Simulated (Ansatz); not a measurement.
The first iterations of a band of C3H5BSi (10 atoms, charge 0, multiplicity 1).

These are results of Ansatz 0.2.0, UKS PBE-D4/def2-SVP, not measurements.

| Property | Result |
| --- | --- |
| movable images | 5 |
| climbing image | yes |
| spring | 5.0 eV/Å² |
| optimiser | quadratic models (default) |
| start path | straight line |
| force threshold | 0.05 eV/Å |
| iteration limit | 60 |
| end points | relaxed |

Initial state:

```xyz
10
Properties=species:S:1:pos:R:3
B -0.864 0.404 -0.865
C -0.604 -0.920 -1.365
C 0.200 -0.750 -0.236
C 1.066 -0.838 0.817
Si 0.381 0.807 1.001
H -1.455 1.451 -0.972
H -0.762 -1.727 -2.085
H 1.721 -1.642 1.166
H -0.715 1.120 1.978
H 1.115 2.042 0.565
```

Final state:

```xyz
10
Properties=species:S:1:pos:R:3
B -0.716 0.532 -0.823
C -0.425 -0.954 -0.842
C 0.460 -1.395 0.215
C 1.160 -0.264 0.497
Si 0.099 1.267 0.862
H -0.970 1.212 -1.799
H -0.556 -1.610 -1.727
H 0.681 -2.424 0.547
H -0.483 1.008 2.224
H 0.833 2.575 0.849
```

| iteration | highest image above the first end (eV) | largest band force component (eV/Å) |
| --- | --- | --- |
| 1 | 4.919 | 12.998 |
| 2 | 2.743 | 2.938 |
| 3 | 2.273 | 2.756 |
| 4 | 2.155 | 0.588 |
| 5 | 2.007 | 0.688 |

Does the band converge within its limit, and where does its top end?

It converged. It ended after 15 iterations with the highest image 2.541 eV above the first end. Neighbouring images differ by up to 1.5 eV, so the band resolves the path poorly. Another band between the same ends (5 images) ends at a top of the same energy, where a vibrational analysis finds 1 clearly imaginary mode. The orbitals were unrestricted but ended closed-shell.

The run took 3.8 min on 2 threads of AMD EPYC 7R43 64-Core Processor (Zen 3), with other jobs on the host, peak memory 0.25 GiB.
